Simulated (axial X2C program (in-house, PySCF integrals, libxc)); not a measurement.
Results of a calculation; reference values are marked as such.
**TeC: input and output**

Program: an in-house relativistic program for diatomic molecules.

Input:
```json
{"zs": [52, 6], "q": 0, "bas": ["dyall-cv3z", "dyall-v3z"], "levels": ["PBE0", "HF", "M06"], "cc": true, "r0": 1.95, "thr": -2.0, "nmax": 110, "npts": 10, "nst": 2, "ntry": 8}
```
```bash
python so2c.py task.json out
```

Keys: zs atomic numbers; q charge; bas basis sets; levels methods; cc coupled cluster on or off; r0 starting distance in Å; thr threshold in hartree for freezing inner shells (an s shell follows its p shell); nmax most natural virtual spinors; npts points on the curve; nst determinants followed; ntry starts of the search. HF also brings MP2.

Output of the HF step, spin-free, at R = 1.887 Å for the state M_S = 0, Λ = 0. It starts from PBE0 orbitals of this distance.

```
spin-free X2C-1e  HF
basis functions 166  fitting functions 886  grid points 5079
iter        total energy     max residual
   1      -6828.680716596     2.28e-01
   2      -6828.705186971     1.03e-02
   3      -6828.706090582     1.15e-02
   4      -6828.707856912     2.87e-03
   5      -6828.708157226     1.72e-03
   6      -6828.708260036     7.91e-04
   7      -6828.708297099     2.15e-04
   8      -6828.708299844     6.88e-05
   9      -6828.708299990     9.45e-06
  10      -6828.708299994     1.91e-06
  11      -6828.708299994     1.86e-07
converged
one-electron -9544.80618946  Coulomb 2808.46142428  exact exchange -179.85865395  xc functional 0.00000000  nuclear repulsion 87.49511913
correlated 20  virtual 222  natural virtual 108  E(MP2) -0.790950408  MP2 remainder -0.055809563
iter   CCSD correlation   residual
   1     -0.657332404   2.74e-01
   2     -0.684026362   1.48e-01
   3     -0.690999088   4.18e-02
   4     -0.691555413   1.95e-02
   5     -0.691574738   7.61e-03
   6     -0.691750520   2.30e-03
   7     -0.691742596   7.66e-04
   8     -0.691746169   1.99e-04
   9     -0.691749567   6.89e-05
  10     -0.691748046   2.29e-05
  11     -0.691748579   7.03e-06
  12     -0.691748477   2.29e-06
  13     -0.691748510   7.12e-07
  14     -0.691748503   2.44e-07
(T) -0.032109769  T1 0.0377  D1 0.0717  max T2 0.100
```
Energies are in hartree; totals compare only within one Hamiltonian and basis. T1 in the output is the amplitude norm over the root of the electron number; divide by √2 for the Lee–Taylor value.
